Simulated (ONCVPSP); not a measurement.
What one change does to a pseudopotential (Os, ONCV)

```
Element                 : osmium (Os)
Generator               : ONCVPSP 4.0.1
Type                    : optimised norm-conserving Vanderbilt (ONCV)
Functional              : PBE
Relativity              : scalar-relativistic
Frozen core             : [Kr] 4d10
Valence charge          : 30
Reference configuration : 4f14 5s2 5p6 5d6 6s2
Partial waves           : 5s+6s: rc 1.80 bohr, ncon 3, nbas 8, qcut 5.1 1/bohr, 2 projectors; 5p: rc 1.70 bohr, ncon 4, nbas 8, qcut 7.1 1/bohr, 2 projectors, debl 1.5 Ha; 5d: rc 2.60 bohr, ncon 5, nbas 10, qcut 5 1/bohr, 1 projector; 4f: rc 0.50 bohr, ncon 4, nbas 8, qcut 19.1 1/bohr, 3 projectors, debl 2 Ha
Local potential         : polynomial inside 0.45 bohr (lpopt 4, dvloc0 2 Ha)
Core correction         : Teter function fitted to the true core (icmod 2), fcfact 0.5
```

In the p channel the program set the typed energies aside and used -1.868, 0.250 Ha.

Change: s: qcut 5.5; p: qcut 7.7; d: qcut 5.4; f: qcut 20.7.

Cutoffs: the cutoffs (Ha) at which the residual kinetic energy of the hardest occupied pseudo-wave falls to 1 and 0.1 mHa per electron; they do not see the model core or the augmentation charge, which bear on the density cutoff. Errors are all-electron minus pseudo energies relative to the spin-unpolarised reference configuration.

Question: What does the change do?

Answer: The potential gets softer (1318 Ha and 1810 Ha → 1148 Ha and 1715 Ha); both files keep a bound ghost (d, f, p, s); of the 4 tests that both files solve, the error grows in 0 and shrinks in 2 by more than 15 % and 0.3 meV (median size 21.5 → 17.9 meV).

| quantity | base | changed |
| --- | --- | --- |
| cutoff, loose | 1318 Ha | 1148 Ha |
| cutoff, tight | 1810 Ha | 1715 Ha |
| loose cutoff by channel | s 7.3 Ha, p 12 Ha, d 11 Ha, f 1318 Ha | s 9.5 Ha, p 17 Ha, d 12 Ha, f 1148 Ha |
| bound ghosts | s, p, d, f | s, p, d, f |
| GHOST(+) flags under 300 eV | s at 80.2 eV | s at 83.5 eV |
| largest miss of a reference level, eV | 0.06 | 0.06 |
| error for 4f14 5s2 5p6 5d6 6s1, meV [ΔE 9.58 eV] | -4.2 | -4.4 |
| error for 4f14 5s2 5p6 5d6 6s0, meV [ΔE 26.49 eV] | -23 | -22 |
| error for 4f14 5s2 5p6 5d5 6s0, meV [ΔE 55.34 eV] | -51 | -42 |
| error for 4f14 5s2 5p6 5d5 6s2 6p1, meV [ΔE 6.10 eV] | +20 | +14 |
| s: phases at 1.82 bohr within 0.05 rad from the reference energy up to (Ha; the scan ends near 5) | 2.3 | 2.6 |
| p: phases at 1.73 bohr within 0.05 rad from the reference energy up to (Ha; the scan ends near 5) | to the end of the scan | to the end of the scan |
| d: phases at 2.64 bohr within 0.05 rad from the reference energy up to (Ha; the scan ends near 5) | 0.7 | 0.8 |
| f: phases at 0.51 bohr within 0.05 rad from the reference energy up to (Ha; the scan ends near 5) | to the end of the scan | to the end of the scan |
| rms error of d²Exc/dni dnj with the model core, mHa | 2.90 | 2.79 |

 A true bound ghost makes a file unfit for plane-wave use even where its test errors are small: the radial tests pick states by their node count and pass the ghost by.
